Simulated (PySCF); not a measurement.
## Calculated data, Al2H4

All values are calculated (PySCF 2.14.0). Calculation on a computer-drawn molecule: vertical ionisation energy to the stated ion spin, frozen-core CCSD(T) at the basis limit and cheaper methods, single-reference cases, UHF for radicals, no spin-orbit; all values are single points at the evaluated structure, the first of each entry, which is the reference or a displaced copy of it and isn't optimised; the reference structure only sets the zero of the energies above reference; triples share is (T) over the correlation energy.

Entry: Al2H4

Evaluated structure:
```xyz
6
Al2H4
Al     0.0337    -0.9674    -0.7349
Al     1.8456     0.8036    -0.0475
H     -1.2035    -0.6053    -1.8426
H      0.0294    -2.4411    -0.1397
H      1.6383     1.7829     1.1874
H      3.2136     0.9596    -0.8410
```

Reference structure:
```xyz
6
Al2H4
Al     0.0337    -0.9673    -0.7349
Al     1.8453     0.8036    -0.0473
H     -1.1233    -0.6287    -1.7708
H      0.0292    -2.4411    -0.1396
H      1.6383     1.7830     1.1873
H      3.2136     0.9595    -0.8410
```

```
charge                                         : 0
multiplicity                                   : 1
ion multiplicity                               : 2
diffuse functions                              : no
basis                                          : cc-pV(n+d)Z
reference is                                   : the Hartree-Fock double-zeta minimum
best is                                        : HF at quadruple zeta + MP2 correlation extrapolated from triple and quadruple zeta + CCSD(T) minus MP2 at triple zeta
basis step is                                  : the size of the change from the same recipe one zeta lower
dipole magnitude CCSD unrelaxed at triple zeta : withheld
total energy HF triple zeta                    : withheld
energy above reference best                    : withheld
```

Drawn bonds:
```tsv
atom	other atom	order
1	2	1
1	3	1
1	4	1
2	5	1
2	6	1
```

Q: Al2H4: dipole magnitude CCSD unrelaxed at triple zeta?
A: 0.2557 debye

Q: Estimate the total energy HF triple zeta of Al2H4.
A: -486.1425 hartree

Q: What energy above reference best does the calculation give for Al2H4?
A: 1.568 kcal/mol

Further results for Al2H4:

```
ionisation energy best                    : 9.176 eV
ionisation energy basis step              : 0.0355 eV
energy above reference basis step         : 0.04587 kcal/mol
ionisation energy Koopmans at triple zeta : 9.23 eV
ionisation energy EOM CCSD at triple zeta : 9.15 eV
total energy CCSD(T) triple zeta          : -486.3500 hartree
total energy best                         : -486.3742 hartree
T1 diagnostic at triple zeta              : 0.01126
D1 diagnostic at triple zeta              : 0.02022
ion T1 diagnostic at triple zeta          : 0.02108
ion D1 diagnostic at triple zeta          : 0.05989
ion spin squared at triple zeta           : 0.7719
triples share at triple zeta              : 0.0219
basis functions triple zeta               : 134
dipole magnitude HF at triple zeta        : 0.2964 debye
dipole magnitude PBE at triple zeta       : 0.2385 debye
dipole magnitude r2SCAN at triple zeta    : 0.2508 debye
dipole magnitude B3LYP at triple zeta     : 0.2604 debye
dipole magnitude wB97X at triple zeta     : 0.2721 debye
```

Triple zeta:
```tsv
method	ionisation energy (eV)	energy above reference (kcal/mol)
HF	8.311	1.71
PBE	8.764	1.051
r2SCAN	8.839	1.432
B3LYP	8.945	1.55
wB97X	9.055	1.643
MP2	9.022	1.764
CCSD	9.061	1.566
CCSD(T)	9.081	1.524
```
